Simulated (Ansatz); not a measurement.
Basis-set extrapolation for `CC1=C[SiH]1[AlH2]` (PBE0-D4/def2-TZVP geometry, frozen core, Ansatz 0.2.0). Multiplicity 1, RHF reference.

|  | def2-TZVPP | def2-QZVPP |
| --- | --- | --- |
| HF | -648.504633 | -648.525571 |
| MP2 correlation | -0.685336 | -0.730443 |
| CCSD(T) correlation | -0.771127 | not run |

Energies in hartree. Use E(X) = E(∞) + A·exp(−7.88·√X) for Hartree–Fock and E(X) = E(∞) + B·X^(−2.97) for correlation, with X = 3 and 4, and add CCSD(T) minus MP2 of the smaller set to the MP2 limit.

What is the CCSD(T) energy at the basis-set limit?

HF limit: -648.525571 + (-0.020938) × 0.13774 = -648.52846. MP2 limit: -0.730443 + (-0.045107) × 0.74074 = -0.76386. Higher-order term: -0.771127 − (-0.685336) = -0.08579. Total: -649.37811 hartree, 64.2 kcal/mol below CCSD(T)/def2-TZVPP.
